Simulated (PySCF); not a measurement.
Gas-phase reaction: 2 GaH₃.NH₃ + 3 C₄H₁₀ (isobutane) ⇌ 2 Ga(CH₃)₃.NH₃ + 3 C₂H₆, at 500 K and a standard pressure of 1 bar. Level: PBE0/def2-SVP†.

Computed with PySCF and rigid-rotor harmonic-oscillator thermochemistry at 1 bar. † marks an energy on the PBE0/def2-TZVP geometry and frequencies. All species are closed-shell singlets. Ga: all electrons, no relativistic terms. Adducts (GaH₃.NH₃, Ga(CH₃)₃.NH₃) have no counterpoise correction, and HF, PBE, BLYP, B3LYP and PBE0 lack dispersion. GaH₃.NH₃: computed as isolated molecules; such fragments, hydroxides, amides, oligomers or adducts are transient or little studied in the gas. The harmonic model lacks anharmonicity and excited electronic states, which grow with temperature; levels with a mode under 35 cm⁻¹ are left out. Internal rotation in C₄H₁₀ (isobutane), C₂H₆ is treated as a harmonic vibration of one conformer, which makes the entropy rough. Soft modes under 120 cm⁻¹ make the harmonic entropy rough for GaH₃.NH₃, Ga(CH₃)₃.NH₃.

```tsv
species	E (Ha)	H(500 K) − E (kJ/mol)	S°(500 K) (J/mol/K)
GaH₃.NH₃	-1982.59796	188.8	330.7
C₄H₁₀ (isobutane)	-158.13992	386.8	353.4
Ga(CH₃)₃.NH₃	-2100.33067	451.5	522.4
C₂H₆	-79.66384	220.5	259.9
```
E: electronic energy; H − E holds the zero-point and thermal terms. 1 Ha = 2625.5 kJ/mol.

Q: Work out ΔH°, ΔS°, ΔG° and log10 K from these numbers.

A: 1. ΔE = 2×(-2100.33067) + 3×(-79.66384) − 2×(-1982.59796) − 3×(-158.13992) = -0.03718 Ha = -97.6 kJ.
2. Δ(H − E) = 2×(451.5) + 3×(220.5) − 2×(188.8) − 3×(386.8) = 26.5 kJ, so ΔH° = -71.1 kJ.
3. ΔS° = 2×(522.4) + 3×(259.9) − 2×(330.7) − 3×(353.4) = 102.9 J/K; the number of gas molecules stays the same.
4. ΔG° = ΔH° − TΔS° = -71.1 − 500×(102.9)/1000 = -122.5 kJ.
5. log10 K = −ΔG°/(RT ln 10) = 12.80, with RT ln 10 = 9.57 kJ/mol; at standard pressures the products are favoured.
6. A shift of 10 kJ in ΔE would move log10 K by 1.04 here.
For scale, ΔH°(298 K) is -77 kJ at this level, -115 kJ at ωB97M-V/def2-TZVP†, and runs from -152 to 226 kJ over the 18 levels computed.
